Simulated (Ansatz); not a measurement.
CH4BBrO from Hartree–Fock to CCSD(T)

```xyz
8

B     0.690   -0.575   -0.650
C    -0.124    0.477    0.144
O    -0.062    0.568    1.457
Br   -1.378   -1.252   -0.588
H     1.359   -1.337   -0.021
H     0.928   -0.323   -1.792
H    -0.685    1.269   -0.353
H    -0.728    1.173    1.804
```

The species carries charge 0 and has multiplicity 1. Correlated methods include outer-core shells of Br, which these sets cover unevenly. Scalar relativity is left out up to krypton. The bonds changed during the relaxation, so this is another structure than the one it started from. All single points use the PBE0-D4/def2-TZVP geometry. It is one conformer, not always the lowest. Frozen core, restricted reference, the Gaussian-basis code of Ansatz.

| basis | HF (Eh) | MP2 corr. |
| --- | --- | --- |
| def2-SVP | -2711.70973 | -0.64601 |
| def2-TZVPP | -2712.19237 | -0.79419 |
| def2-QZVPP | -2712.24822 | -1.14907 |

(1) Estimate the CCSD correlation energy and the (T) correction in each basis where they were run (hartree).

Answers

(1) 
```tsv
basis	CCSD corr.	(T)
def2-SVP	-0.67547	-0.01937
def2-TZVPP	-0.81933	-0.03290
```
